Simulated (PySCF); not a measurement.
H3Si2, SMILES [Si][SiH3] (connectivity only; charge and spin as stated), neutral, multiplicity 2. Geometry optimised at B3LYP-D3(BJ)/def2-TZVP. The isomer is the one that the SMILES or the coordinates give; other isomers of the formula were not compared.

Computed with B3LYP-D3(BJ)/def2-TZVP run with PySCF.

Harmonic wavenumbers (cm⁻¹): 275, 393, 414, 865, 908, 953, 2148, 2186, 2189. Rotational constants (GHz): 87.66, 5.545, 5.542; symmetry number 1.

**Question.** Work out the zero-point energy and the ideal-gas rigid-rotor harmonic-oscillator thermochemistry at 298.15 K and 1 atm.

**Answer.** ZPE = ½ Σ hcν = ½ × 10330 cm⁻¹ = 14.77 kcal/mol. H − E(el) = 17.91 kcal/mol. Entropy in cal/(mol K): translation 38.16, rotation 22.31, vibration 3.88, spin 1.38, total 65.71. G − E(el) = -1.69 kcal/mol. Cp = 14.08 cal/(mol K).
